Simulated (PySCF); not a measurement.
# Computed records: B2H6NSi

Calculation on a computer-drawn molecule: the log of a Hartree-Fock and frozen-core CCSD(T) single point meant for a local Hartree-Fock minimum, with one planted fault or none, to be diagnosed. Offsets are logged minus clean, where the clean run is the same molecule without the fault. The reference is restricted for singlets and unrestricted otherwise, and also for a bond in bohr or an excited solution. Adding or removing an electron swaps singlet and doublet. The excited solution moves the top pair (singlet) or top alpha electron (doublet) to the lowest empty orbital. Highest occupied and lowest empty are orbital energies over both spins, largest force is the largest gradient component, triples share is (T) over the correlation energy, the T1 limit is 0.02 restricted and 0.045 unrestricted, electrons count all cores, a negative frequency is imaginary (commonest isotopes), and the dipole is about the centre of nuclear charge. Program: PySCF 2.14.0.

## B2H6NSi

Logged structure:
```xyz
10
B2H6NSi
B     -1.6823    -1.3466     1.2649
Si    -1.6749     0.5402     0.5254
B     -0.0993     1.5600    -0.3071
N      0.2376     1.5229    -1.6304
H     -1.3066    -1.5275     2.3810
H     -2.0602    -2.2353     0.5669
H     -2.9298     1.2833     0.7500
H      0.5053     2.2012     0.5008
H     -0.2315     1.0085    -2.3481
H      1.0151     2.0532    -1.9783
```

```
meant charge                         : 1
meant multiplicity                   : 1
meant basis                          : cc-pV(D+d)Z
logged electrons                     : 36
logged basis functions               : 30
logged SCF converged                 : yes
logged spin squared                  : 0
logged highest occupied              : -15.072 eV
logged lowest empty                  : -1.7623 eV
logged largest force                 : 0.040695 hartree/bohr
logged T1 diagnostic                 : 0.019247
logged D1 diagnostic                 : 0.080678
logged triples share                 : 0.018804
logged CC converged                  : yes
logged dipole magnitude              : 1.4788 debye
logged SCF stable within its kind    : yes
logged energy HF                     : -391.407 hartree
logged energy CCSD(T)                : -391.61838 hartree
possible faults                      : no fault, one electron removed, one electron added, multiplicity raised by two, geometry at a saddle point, SCF held on an excited solution, minimal basis STO-3G, one bond length entered in bohr, all coordinates scaled
planted fault                        : minimal basis STO-3G
HF energy offset from clean run      : 2873 kcal/mol
CCSD(T) energy offset from clean run : 3040 kcal/mol
```

Drawn bonds:
```csv
atom,other atom,order
1,2,1
2,3,1
3,4,1
1,5,1
1,6,1
2,7,1
3,8,1
4,9,1
4,10,1
```
